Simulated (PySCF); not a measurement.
Curvature of the energy in the electron number along the alkaline earths, charge +2

Calculated with PySCF 2.14, in def2-TZVP, non-relativistic, def2-TZVP with the def2 core potential (28 electrons), ECP, def2-TZVP with the def2 core potential (46 electrons), ECP: one orbital is emptied in steps, and each cell gives the departure of E from the straight line at half an electron, in eV (from a cubic fit). The exact functional gives zero.

```json
{"species": "Mg²⁺", "orbital": "2p beta", "LDA": "-3.52", "PBE": "-3.38", "r2SCAN": "-3.00", "PBE0": "-2.35", "BHandHLYP": "-1.34", "LC-wPBE": "-1.95", "wB97X": "-1.80", "UHF": "0.74"}
{"species": "Ca²⁺", "orbital": "3p beta", "LDA": "-2.01", "PBE": "-1.94", "r2SCAN": "-1.77", "PBE0": "-1.38", "BHandHLYP": "-0.84", "LC-wPBE": "-0.66", "wB97X": "-0.73", "UHF": "0.32"}
{"species": "Sr²⁺", "orbital": "4p beta", "LDA": "-1.65", "PBE": "-1.61", "r2SCAN": "-1.48", "PBE0": "-1.16", "BHandHLYP": "-0.72", "LC-wPBE": "-0.42", "wB97X": "-0.53", "UHF": "0.20"}
{"species": "Ba²⁺", "orbital": "5p beta", "LDA": "-1.39", "PBE": "-1.35", "r2SCAN": "-1.25", "PBE0": "-0.99", "BHandHLYP": "-0.64", "LC-wPBE": "-0.27", "wB97X": "-0.40", "UHF": "0.12"}
```

How does the mean departure depend on the functional?

LDA -2.14 eV; PBE -2.07 eV; r2SCAN -1.87 eV; PBE0 -1.47 eV; BHandHLYP -0.88 eV; LC-wPBE -0.82 eV; wB97X -0.86 eV; UHF 0.35 eV. Semilocal functionals are convex (delocalisation error), Hartree-Fock is concave or straight, and exact exchange removes curvature roughly in proportion to its share, so among the functionals the range-separated hybrids usually come closest to zero.

No spin-orbit coupling is included.
